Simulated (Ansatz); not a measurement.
Species: InO (charge 0, doublet). SMILES: [O]=[In]
Coordinates optimised at B3LYP-D3(BJ)/def2-TZVP (Ansatz, a program for electronic structure):
```xyz
2

In     0.0000     0.0000    -0.2727
O      0.0000     0.0000     1.6703
```
Charge 0, spin multiplicity 2.

Parts of the frozen-core correlation energy in STO-3G (Ansatz, hartree). Frozen orbitals: 24; correlated occupied orbitals by spin: 5 and 4; virtual: 3 and 4. UHF or UKS for open shells. No spin-orbit coupling. Past Kr the def2 sets carry scalar-relativistic core potentials. STO-3G rows are all-electron and non-relativistic. The program attaches cautions to this run: large difference.

| term | value |
|---|---|
| reference (HF) | -5756.61505 |
| MP2 opposite-spin | ___ |
| MP2 same-spin | ___ |
| CCSD correlation | -0.10567 |
| (T) | ___ |
| T1 diagnostic | 0.192 |
| largest doubles amplitude | 0.355 |
| <S^2> of the reference | 1.633 |

What belongs in the gaps?


- MP2 opposite-spin, value: -0.02847
- MP2 same-spin, value: -0.01032
- (T), value: -0.00804
